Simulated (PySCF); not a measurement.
## Working out the electron affinity of Ag

Ag⁻ [Kr] 4d10 5s2 (1S) → Ag [Kr] 4d10 5s1 (2S). All numbers are calculated (PySCF 2.14, scalar relativity through the core potential, in def2-QZVPPD with the def2 core potential (28 electrons)). Frozen: 4s2 4p6. Energies in hartree (1 hartree = 27.21139 eV):

```json
{"part": "UHF", "Ag⁻ (lower)": "-146.117554", "Ag (upper)": "-146.118089"}
{"part": "CCSD correlation", "Ag⁻ (lower)": "-0.425880", "Ag (upper)": "-0.386993"}
{"part": "(T)", "Ag⁻ (lower)": "-0.022091", "Ag (upper)": "-0.017281"}
```

Problem. What does Hartree-Fock give?

Solution. (-146.118089) − (-146.117554) = -0.000535 hartree = -0.015 eV.

Problem. What do CCSD and CCSD(T) give?

Solution. The CCSD correlation energies differ by 0.038887 hartree = 1.058 eV and the triples by 0.004810 hartree = 0.131 eV, so CCSD gives 1.043 eV and CCSD(T) 1.174 eV.

Reference: 1.304 eV (measured; photodetachment measurements, as compiled on the Wikipedia data page of electron affinities).

The coupled-cluster amplitudes are large, so a single reference is strained.

What remains against the reference includes basis incompleteness, the frozen core and higher excitations.
